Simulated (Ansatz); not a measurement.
```yaml
crystal:
  periodic: [false, false, false]
  atoms:
    - {symbol: Cl, position_ang: [-1.906000, -0.842590, -0.629099]}
    - {symbol: C, position_ang: [-0.405507, 0.082267, -0.639509]}
    - {symbol: Br, position_ang: [0.696488, -0.490532, -2.126403]}
    - {symbol: C, position_ang: [0.341249, -0.094014, 0.674458]}
    - {symbol: Cl, position_ang: [-0.679013, 0.370124, 2.034823]}
    - {symbol: Br, position_ang: [1.956650, 0.975443, 0.683646]}
    - {symbol: H, position_ang: [-0.650298, 1.127201, -0.812289]}
    - {symbol: H, position_ang: [0.646451, -1.127908, 0.814384]}
basis:
  gaussian: {orbitals: cc-pVTZ-DK, nuclear_model: gaussian}
magnetization: {spin_polarized: true, initial_magnetization: 1}
hamiltonian: {xc: {name: rPW86-PBE}, dispersion: d4}
accuracy: high
```

```sh
$ ansatz run in.yaml --threads 2 --pin off --events-out ev --progress --plain --max-ram 22528MiB --backend cpu
```

How does Ansatz answer? (Estimate.)

The calculation gave: The input was rejected before any iteration.
```
Error: a molecule whose nuclei and cores have a total charge of 118 cannot have a net charge of 0 together with 1 unpaired electrons
```
